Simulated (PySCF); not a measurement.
C3H7BN2, SMILES NB1C=CCN1. Atoms are numbered in the order given.

```xyz
13

N      0.0069    -2.2144     0.0000
B      0.0263    -0.7974     0.0000
C      1.2750     0.1689     0.0000
C      0.7915     1.4227     0.0000
C     -0.7166     1.4668     0.0000
N     -1.1074     0.0721     0.0000
H     -0.8389    -2.7674     0.0000
H      0.8543    -2.7636     0.0000
H      2.3470    -0.0511     0.0000
H      1.3781     2.3484     0.0000
H     -1.0893     2.0146     0.8883
H     -1.0893     2.0146    -0.8883
H     -2.0892    -0.1630     0.0000
```

The structure is a stationary point at ωB97X-D3(BJ)/def2-SVP. This is a generated structure with no PubChem entry under its InChIKey; it may be hypothetical. The values are those of a single conformer.

All values below come from PBE/def2-TZVP run with PySCF.

ESP charges are fitted to the potential on shells at 1.4 to 2.0 van der Waals radii. Atomic charges (e):

```csv
atom,IAO,Mulliken,Löwdin,ESP fit
N1,-0.59,-0.50,0.03,-1.23
B2,0.22,0.23,-0.81,0.72
C3,-0.29,-0.21,-0.08,-0.44
C4,-0.13,-0.18,-0.14,-0.08
C5,-0.16,0.01,-0.25,-0.13
N6,-0.42,-0.36,0.18,-0.56
H7,0.26,0.21,0.17,0.44
H8,0.27,0.23,0.18,0.45
H9,0.14,0.09,0.14,0.17
H10,0.14,0.10,0.13,0.11
H11,0.14,0.10,0.14,0.11
H12,0.14,0.10,0.14,0.11
H13,0.26,0.19,0.18,0.32
```

Computed Mayer and Wiberg (Löwdin basis) orders of the bonds:
```
bond    Mayer  Wiberg
------  -----  ------
N1–B2    1.27    1.77
B2–C3    1.04    1.14
C3–C4    1.90    1.94
C4–C5    1.04    1.20
B2–N6    1.22    1.56
C5–N6    1.05    1.27
N1–H7    0.92    0.91
N1–H8    0.92    0.90
C3–H9    0.94    0.83
C4–H10   0.95    0.85
C5–H11   0.92    0.85
C5–H12   0.92    0.85
N6–H13   0.93    0.87
```
